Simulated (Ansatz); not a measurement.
Bond stretch in LiNa, singlet.

- UCCSD = CCSD on UHF/aug-cc-pVQZ, frozen core (Ansatz, a first-principles code)
- UHF/aug-cc-pVQZ (Ansatz)
- RCCSD = CCSD on RHF/aug-cc-pVQZ, frozen core (Ansatz)

Energies are in kJ/mol, each relative to the lowest point of its own curve near equilibrium.

```json
[
 {"R / Å": "2.34", "UCCSD": "32.4", "UHF": "40.3", "RCCSD": "32.6"},
 {"R / Å": "2.52", "UCCSD": "14.3", "UHF": "22.0", "RCCSD": "14.4"},
 {"R / Å": "2.61", "UCCSD": "8.4", "UHF": "___", "RCCSD": "8.5"},
 {"R / Å": "2.76", "UCCSD": "2.3", "UHF": "___", "RCCSD": "2.4"},
 {"R / Å": "2.79", "UCCSD": "1.6", "UHF": "7.5", "RCCSD": "1.7"},
 {"R / Å": "2.93", "UCCSD": "0.0", "UHF": "___", "RCCSD": "0.0"},
 {"R / Å": "3.02", "UCCSD": "0.3", "UHF": "1.6", "RCCSD": "0.3"},
 {"R / Å": "3.08", "UCCSD": "0.9", "UHF": "___", "RCCSD": "0.9"},
 {"R / Å": "3.29", "UCCSD": "5.5", "UHF": "0.0", "RCCSD": "5.4"},
 {"R / Å": "3.34", "UCCSD": "7.0", "UHF": "___", "RCCSD": "6.9"},
 {"R / Å": "3.64", "UCCSD": "17.9", "UHF": "1.8", "RCCSD": "17.8"},
 {"R / Å": "3.91", "UCCSD": "29.0", "UHF": "4.1", "RCCSD": "28.9"},
 {"R / Å": "4.39", "UCCSD": "47.6", "UHF": "7.7", "RCCSD": "47.6"},
 {"R / Å": "4.84", "UCCSD": "61.1", "UHF": "9.9", "RCCSD": "61.1"},
 {"R / Å": "5.36", "UCCSD": "71.3", "UHF": "11.3", "RCCSD": "71.4"},
 {"R / Å": "5.83", "UCCSD": "76.6", "UHF": "12.0", "RCCSD": "76.7"},
 {"R / Å": "6.36", "UCCSD": "79.8", "UHF": "12.3", "RCCSD": "79.9"},
 {"R / Å": "7.20", "UCCSD": "81.8", "UHF": "___", "RCCSD": "82.1"},
 {"R / Å": "8.00", "UCCSD": "82.4", "UHF": "12.6", "RCCSD": "82.8"},
 {"R / Å": "8.83", "UCCSD": "82.7", "UHF": "12.6", "RCCSD": "83.1"}
]
```

Problem. Complete the blanks.

Solution. 
- 2.61, UHF: 15.9
- 2.76, UHF: 8.8
- 2.93, UHF: 3.2
- 3.08, UHF: 0.8
- 3.34, UHF: 0.1
- 7.20, UHF: 12.5

The unrestricted determinant behind UCCSD, UHF is spin-contaminated at 2.34 to 8.83 Å (<S²> up to 1.0, against 0.00 for a pure singlet). With two correlated electrons CCSD is exact in the basis where it finds the lowest root (UCCSD, RCCSD).
